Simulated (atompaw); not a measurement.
# caesium (Cs): one change to a PAW (atompaw) potential, before and after

```
Element                 : Cs
Generator               : atompaw 4.2.0.5
Type                    : PAW
Functional              : LDA (PW92)
Relativity              : scalar-relativistic
Frozen core             : [Kr] 4d10 5s2
Valence charge          : 7
Reference configuration : 5p6 5d0 6s0.5 6p0.5
Partial waves           : 6s (bound): rc 3.00 bohr; 6s channel at 2.65 Ry: rc 3.00 bohr; 5p (bound): rc 2.60 bohr; 6p (bound): rc 3.00 bohr; 5d (bound, empty): rc 3.00 bohr; 5d channel at 3.2 Ry: rc 3.00 bohr
Local potential         : troulliermartins scheme with l = 3 at 0 Ry, radius 2.25 bohr
Core correction         : smooth core density matched at 1.65 bohr
Augmentation charge     : besselshape compensation charge, radius 2.35 bohr; PAW radius 3.00 bohr; waves and projectors: modrrkj vanderbiltortho
```

Change: reference 5p6 5d0 6s1 6p0.

Cutoffs: the cutoffs (Ry, on a coarse ladder) from which the occupation-weighted sum of valence levels, in a spherical-Bessel basis at the reference potential, stays within 10 and 1 mRy of its value at 400 Ry; they do not see the model core or the augmentation charge, which bear on the density cutoff.

**Question.** What does the change do?

**Answer.** The potential gets neither clearly harder nor softer (10 Ry and 15 Ry → 10 Ry and 15 Ry); both files keep a bound ghost (s); the range in which the p phases agree narrows (upper end 1.4 → 0.2).

```csv
quantity,base,changed
"cutoff, loose",10 Ry,10 Ry
"cutoff, tight",15 Ry,15 Ry
bound ghosts,s,s
s: phases at 3.00 bohr within 0.05 rad from the reference energy up to (Ry; the scan ends near 5),to the end of the scan,to the end of the scan
p: phases at 3.00 bohr within 0.05 rad from the reference energy up to (Ry; the scan ends near 5),1.4,0.2
d: phases at 3.00 bohr within 0.05 rad from the reference energy up to (Ry; the scan ends near 5),n/a,2.3
lowest overlap eigenvalue by channel,"s 0.20, p 0.80, d 1.00","s 0.21, p 0.80, d 1.00"
```

 A true bound ghost makes a file unfit for plane-wave use even where its test errors are small: the radial tests pick states by their node count and pass the ghost by. The cutoffs see the waves, projectors and local potential, not the compensation charge or the core.
